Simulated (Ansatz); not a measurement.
In(H2O)H3 (InOH₅), relaxed as a singlet with RKS PBE-D4/def2-TZVP in Ansatz, starting from the GFN2-xTB geometry. Force threshold 0.02 eV/Å.

In the def2 sets In takes a core potential; there is no spin–orbit coupling.

Start:

```csv
atom,x (Å),y (Å),z (Å)
In1,0.766,0.423,0.658
O2,-0.952,-0.243,-0.899
H3,-1.732,-0.600,-0.458
H4,-0.664,-0.883,-1.559
H5,1.816,1.102,-0.484
H6,1.021,-1.195,1.143
H7,-0.255,1.396,1.599
```

| step | energy (eV) | largest force component (eV/Å) | SCF passes |
| --- | --- | --- | --- |
| 1 | -7300.2075 | 0.552 | 17 |
| 2 | -7300.2521 | 0.146 | 19 |
| 3 | -7300.2562 | 0.062 | 19 |
| 4 | -7300.2576 | 0.026 | 19 |
| 5 | -7300.2577 | 0.210 | 19 |
| 6 | -7300.2579 | 0.162 | 19 |
| 7 (rejected) | -7300.2571 | 0.226 | 19 |
| 8 | -7300.2594 | 0.051 | 19 |
| 9 | -7300.2612 | 0.025 | 19 |
| 10 | -7300.2619 | 0.153 | 19 |
| 11 | -7300.2626 | 0.184 | 19 |
| 12 | -7300.2654 | 0.009 | 19 |
| 13 (rejected) | -7300.2425 | 1.082 | 18 |
| 14 | -7300.2663 | 0.075 | 19 |
| 15 (rejected) | -7300.2630 | 0.396 | 19 |
| 16 | -7300.2673 | 0.010 | 19 |
| 17 | -7300.2677 | 0.094 | 19 |
| 18 (rejected) | -7300.2673 | 0.110 | 19 |
| 19 | -7300.2681 | 0.018 | 20 |
| 20 | -7300.2683 | 0.051 | 19 |
| 21 | -7300.2684 | 0.036 | 20 |
| 22 | -7300.2684 | 0.026 | 20 |
| 23 | -7300.2684 | 0.011 | 21 |

Force components are those of the run's own axes.

End:

| atom | x (Å) | y (Å) | z (Å) |
| --- | --- | --- | --- |
| In1 | 0.8186 | 0.3987 | 0.6223 |
| O2 | -0.8634 | -0.3201 | -1.0500 |
| H3 | -1.7306 | -0.0398 | -0.7068 |
| H4 | -0.8771 | -1.2935 | -1.0254 |
| H5 | 1.8514 | 1.3488 | -0.3971 |
| H6 | 1.2219 | -1.2645 | 0.9749 |
| H7 | -0.4208 | 1.1704 | 1.5821 |

By distances, no bond broke or formed. The bond that changes most is In1–O2, from 2.41 to 2.48 Å (atoms count from 1).

The force fell under the threshold at step 12, but the optimiser went on and released 0.003 eV more. No frequencies were taken in this run, so the end may be a saddle point.

Hardware: 4 threads of Arm Neoverse V1 on a shared host. Wall time 13 s.
